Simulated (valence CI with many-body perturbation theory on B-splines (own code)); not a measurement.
**Sc XVI: electric-dipole lines**

Level of theory: configuration interaction combined with many-body perturbation theory (CI+MBPT): four valence electrons over a frozen Dirac-Fock core [He], a basis of 11 s, 11 p, 9 d, 7 f, 5 g, 2 h, 1 i functions for each j, with the one-electron correlation potential Σ1 (screened to all orders), the two-electron term Σ2, the three-electron term Σ3, Breit, model QED; selected single and double excitations, second order for the rest (own B-spline code, finite nucleus).

No measured spectrum was set against this ion. As an estimate, levels of excited configurations hold to 0.05 to 0.15 % of their energy, terms of the ground configuration to about 0.5 %.

Lines 1 to 50 of 227 in falling wavelength, among levels below 5292.2 × 10³ cm⁻¹, chosen from the strongest by gf and those to the six lowest levels. Wavelengths and rates use the calculated energies, so an error of 400 cm⁻¹ moves a line at 91.37 nm by 0.37 % and its rate by three times that or more. Electric multipoles are in the length gauge, E1 and E2 with the static RPA response of the core. Weak lines are less certain than strong ones. Lines between different terms over intervals too small for the method are left out, as are lines whose strength nearly cancels. The highest levels of a list are the least certain.

Names give the largest LS component (configuration and term), which can be under half, so a name can repeat, a term be missing and a line seem to break the LS rules; names also repeat where a configuration has a term twice. Letters in brackets count levels of one name in rising energy.

| λ vac (nm) | Upper | Lower | A (s⁻¹) | S (a.u.) |
| --- | --- | --- | --- | --- |
| 91.37 | 2s2p²3p ¹D°_2 | 2s2p²3s ¹D_2 | 2.28e+08 | 4.30e-01 |
| 80.01 | 2s2p²3d ⁵P_3 | 2s2p²3p ⁵S°_2 | 1.97e+08 | 3.49e-01 |
| 79.37 | 2s2p²3p ³D°_3 | 2s2p²3s ³P_2 | 5.31e+08 | 9.17e-01 |
| 78.03 | 2s2p²3p ³D°_2 | 2s2p²3s ³P_1 | 5.24e+08 | 6.14e-01 |
| 77.59 | 2s²2p3p ³D_1 | 2s²2p3s ³P°_1 | 3.96e+08 | 2.74e-01 |
| 77.17 | 2s2p²3p ³D°_1 | 2s2p²3s ³P_0 [a] | 3.71e+08 | 2.52e-01 |
| 75.80 | 2s²2p3p ³P_1 | 2s²2p3s ¹P°_1 | 4.09e+08 | 2.64e-01 |
| 75.79 | 2s2p²3d ⁵P_2 | 2s2p²3p ⁵S°_2 | 3.42e+08 | 3.68e-01 |
| 72.38 | 2s2p²3p ³P°_1 | 2s2p²3s ³P_2 | 4.72e+08 | 2.65e-01 |
| 71.95 | 2s2p²3p ⁵D°_2 | 2s2p²3s ⁵P_2 | 3.32e+08 | 3.05e-01 |
| 71.17 | 2s2p²3d ⁵F_2 | 2s2p²3p ⁵D°_2 | 2.41e+08 | 2.15e-01 |
| 71.17 | 2s2p²3d ⁵F_5 | 2s2p²3p ⁵D°_4 | 7.91e+08 | 1.55e+00 |
| 70.18 | 2s2p²3p ³F°_2 | 2s2p²3s ³D_1 | 5.12e+08 | 4.36e-01 |
| 69.95 | 2s2p²3p ³P°_2 | 2s2p²3s ³P_2 | 7.61e+08 | 6.43e-01 |
| 69.94 | 2s2p²3p ⁵D°_1 | 2s2p²3s ⁵P_1 | 6.68e+08 | 3.38e-01 |
| 69.72 | 2s2p²3p ⁵P°_2 | 2s2p²3s ⁵P_3 | 3.22e+08 | 2.70e-01 |
| 69.49 | 2s2p²3d ⁵F_4 | 2s2p²3p ⁵D°_3 | 8.16e+08 | 1.22e+00 |
| 67.77 | 2s2p²3d ⁵F_3 | 2s2p²3p ⁵D°_2 | 7.88e+08 | 8.48e-01 |
| 67.22 | 2s2p²3d ⁵D_2 | 2s2p²3p ⁵P°_2 | 4.11e+08 | 3.08e-01 |
| 66.82 | 2s2p²3d ⁵D_4 | 2s2p²3p ⁵P°_3 | 6.55e+08 | 8.68e-01 |
| 66.73 | 2s2p²3d ⁵D_1 | 2s2p²3p ⁵P°_1 | 4.84e+08 | 2.13e-01 |
| 66.48 | 2s²2p3p ³D_3 | 2s²2p3s ³P°_2 | 1.01e+09 | 1.02e+00 |
| 66.35 | 2s2p²3d ⁵F_1 | 2s2p²3p ⁵D°_0 | 5.15e+08 | 2.23e-01 |
| 66.12 | 2s2p²3p ³F°_3 | 2s2p²3s ³D_2 | 1.02e+09 | 1.02e+00 |
| 65.92 | 2s2p²3d ⁵D_3 | 2s2p²3p ⁵P°_2 | 6.49e+08 | 6.42e-01 |
| 65.31 | 2s2p²3p ⁵D°_4 | 2s2p²3s ⁵P_3 | 1.23e+09 | 1.52e+00 |
| 65.01 | 2s2p²3d ⁵F_2 | 2s2p²3p ⁵D°_1 | 4.83e+08 | 3.28e-01 |
| 64.84 | 2s2p²3d ⁵D_4 | 2s2p²3p ⁵D°_4 | 3.62e+08 | 4.39e-01 |
| 64.74 | 2s2p²3p ⁵D°_3 | 2s2p²3s ⁵P_2 | 1.12e+09 | 1.05e+00 |
| 64.16 | 2s²2p3d ³F°_4 | 2s²2p3p ³D_3 | 9.98e+08 | 1.17e+00 |
| 63.98 | 2s2p²3p ⁵D°_2 | 2s2p²3s ⁵P_1 | 8.21e+08 | 5.30e-01 |
| 63.77 | 2s2p²3p ³F°_4 | 2s2p²3s ³D_3 | 1.35e+09 | 1.56e+00 |
| 63.74 | 2s²2p3p ³D_2 | 2s²2p3s ³P°_1 | 1.01e+09 | 6.48e-01 |
| 63.42 | 2s2p²3p ⁵P°_3 | 2s2p²3s ⁵P_3 | 1.10e+09 | 9.72e-01 |
| 63.05 | 2s2p²3p ¹D°_2 | 2s2p²3s ³D_1 | 4.13e+08 | 2.56e-01 |
| 62.55 | 2s²2p3d ³F°_3 | 2s²2p3p ³D_2 | 1.04e+09 | 8.80e-01 |
| 62.29 | 2s²2p3d ³D°_3 | 2s²2p3p ³P_2 | 6.99e+08 | 5.84e-01 |
| 62.05 | 2s2p²3d ⁵D_3 | 2s2p²3p ⁵D°_3 | 2.50e+08 | 2.06e-01 |
| 61.98 | 2s²2p3p ¹P_1 | 2s²2p3s ³P°_0 | 7.80e+08 | 2.75e-01 |
| 61.76 | 2s2p²3p ⁵P°_1 | 2s2p²3s ⁵P_2 | 1.00e+09 | 3.49e-01 |
| 61.17 | 2s²2p3d ³D°_1 | 2s²2p3p ³P_0 | 5.55e+08 | 1.88e-01 |
| 61.00 | 2s2p²3p ⁵P°_2 | 2s2p²3s ⁵P_2 | 5.61e+08 | 3.14e-01 |
| 60.42 | 2s²2p3p ³S_1 | 2s²2p3s ³P°_2 | 1.28e+09 | 4.19e-01 |
| 60.16 | 2s²2p3d ³D°_2 | 2s²2p3p ³P_1 | 8.24e+08 | 4.43e-01 |
| 59.79 | 2s2p²3d ⁵P_3 | 2s2p²3p ⁵P°_3 | 7.68e+08 | 5.67e-01 |
| 59.58 | 2s²2p3d ¹D°_2 | 2s²2p3p ¹P_1 | 1.04e+09 | 5.44e-01 |
| 59.13 | 2s2p²3d ³F_2 | 2s2p²3p ³D°_1 | 1.15e+09 | 5.86e-01 |
| 59.05 | 2s²2p3d ³P°_2 | 2s²2p3p ³P_2 | 5.04e+08 | 2.56e-01 |
| 58.93 | 2s²2p3d ³F°_2 | 2s²2p3p ³D_1 | 1.01e+09 | 5.11e-01 |
| 58.92 | 2s2p²3d ³F_3 | 2s2p²3p ³D°_2 | 1.26e+09 | 8.92e-01 |
